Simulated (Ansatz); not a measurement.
Cartesian coordinates in Å:
```
O 1.3716 -1.4045 1.0962
Ge 0.4454 0.0964 0.9792
C -1.1800 0.0860 -0.0664
C 0.0283 0.6740 -0.8239
Cl 0.6350 -0.2966 -2.1670
H 1.5128 -1.7781 0.2199
H 0.7468 1.0036 2.1596
H -1.5307 -0.8776 -0.4229
H -1.9891 0.7807 0.1397
H -0.0402 1.7160 -1.1144
```

Charge 0, multiplicity 1.

(1) List the r2SCAN/def2-TZVPP orbital energies in eV (Ansatz). (An estimate is asked.)

Answers

(1) Computed: Occupied: -10834.73, -2753.45, -1349.79, -1199.85, -1199.83, -1199.82, -515.94, -274.82, -273.53, -254.80, -193.41, -193.17, -193.16, -168.05, -117.76, -117.73, -117.71, -31.22, -31.07, -31.02, -30.99, -30.96, -25.94, -22.60, -19.73, -15.36, -14.22, -12.53, -12.06, -10.70, -9.92, -9.58, -8.88, -8.52, -7.90, -7.00, -5.71. Lowest empty: -0.80, -0.42, 0.18, 1.08, 1.49, 2.19, 2.71, 3.59.
